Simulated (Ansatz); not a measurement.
Ansatz results at the PBE0-D4/def2-TZVP geometry: HOMO energy (B3LYP/def2-TZVPP) -8.10 eV; HOMO–LUMO gap (ωB97M-V/def2-TZVPP) 11.62 eV; size of the dipole moment (PBE/def2-TZVPP) 3.13 D.

Each molecule was computed in one conformer, which needn't be the lowest.

(1) Which molecule gave them?
A. `C[O][Ta]([F])([Cl])([Cl])[O]C`
B. `[NH2][Ta](=[O])([OH])[F]`
C. `[CH3][Ta]([OH])([OH])=[S]`
D. `C[N]=[Ta]([CH3])([OH])[N](C)C`

Answers

(1) B. The others give `C[O][Ta]([F])([Cl])([Cl])[O]C`: -8.36, 11.32, 3.49; `[CH3][Ta]([OH])([OH])=[S]`: -7.18, 10.48, 1.91; `C[N]=[Ta]([CH3])([OH])[N](C)C`: -6.28, 10.22, 1.45.

B3LYP here is the variant with VWN-RPA as its local correlation; programs differ in this.
